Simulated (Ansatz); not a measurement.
Stepwise reaction of `COB(Cl)Cl` with methanol, as a gas-phase model of exchange steps in deposition or etching. ΔE in kJ/mol.

Isolated molecules relaxed with PBE0-D4/def2-TZVP in Ansatz; ΔE leaves out vibrations. CCSD(T)/CBS is the MP2 limit (def2-TZVPP, def2-QZVPP) plus CCSD(T) − MP2 in def2-TZVPP, frozen cores. This one scheme is used for every species. Functionals use def2-TZVPP. B3LYP here is the variant with VWN-RPA as its local correlation; programs differ in this. One conformer a species, not always the lowest.

```tsv
step	reaction	PBE-D4	B3LYP-D4	ωB97M-V	CCSD(T)/CBS
2	`COB(Cl)OC` + CH₃OH → `COB(OC)OC` + HCl	-31.3	-40.7	-39.2	-39.5
```

Question: Give the row of step 1, `COB(Cl)Cl` + CH₃OH → `COB(Cl)OC` + HCl. (Best estimate.)

Answer: Computed: 
```tsv
step	reaction	PBE-D4	B3LYP-D4	ωB97M-V	CCSD(T)/CBS
1	`COB(Cl)Cl` + CH₃OH → `COB(Cl)OC` + HCl	-42.2	-52.3	-51.7	-51.4
```

Question: By hand: ΔE of the 2 steps together at CCSD(T)/CBS.

Answer: (-51.4) + (-39.5) = -90.9 kJ/mol, or -45.5 kJ/mol a step.

In ΔE each step is higher than the one before. All are downhill at CCSD(T)/CBS. PBE-D4 differs from CCSD(T)/CBS by 8.2 to 9.2 kJ/mol a step. Isolated molecules leave out the surface, adducts and barriers. Largest T1 diagnostic: 0.012.
